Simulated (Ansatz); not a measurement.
One change: `FB(Cl)O[SiH3]` becomes `OB(F)O[SiH3]`.

Ansatz, PBE0-D4/def2-TZVP geometries, multiplicity 1. Each molecule was computed in one conformer, which needn't be the lowest.

```
                                      property  `FB(Cl)O[SiH3]`
           HOMO energy (B3LYP/def2-TZVPP) / eV            -8.98
size of the dipole moment (PBE/def2-TZVPP) / D             1.79
           LUMO energy (B3LYP/def2-TZVPP) / eV            -0.44
       HOMO–LUMO gap (ωB97M-V/def2-TZVPP) / eV            13.04
             HOMO energy (PBE/def2-TZVPP) / eV            -7.77
            HOMO energy (PBE0/def2-TZVPP) / eV            -9.28
```

Give the same properties after the change, and the shifts. (An estimate is asked.)

The calculation gave: 
```
                                      property  `OB(F)O[SiH3]`  shift
           HOMO energy (B3LYP/def2-TZVPP) / eV           -9.03  -0.05
size of the dipole moment (PBE/def2-TZVPP) / D            1.25  -0.54
           LUMO energy (B3LYP/def2-TZVPP) / eV           -0.26   0.18
       HOMO–LUMO gap (ωB97M-V/def2-TZVPP) / eV           13.07   0.03
             HOMO energy (PBE/def2-TZVPP) / eV           -7.77   0.00
            HOMO energy (PBE0/def2-TZVPP) / eV           -9.24   0.04
```

Dipoles are sizes alone; their direction can turn.

B3LYP here is the variant with VWN-RPA as its local correlation; programs differ in this.
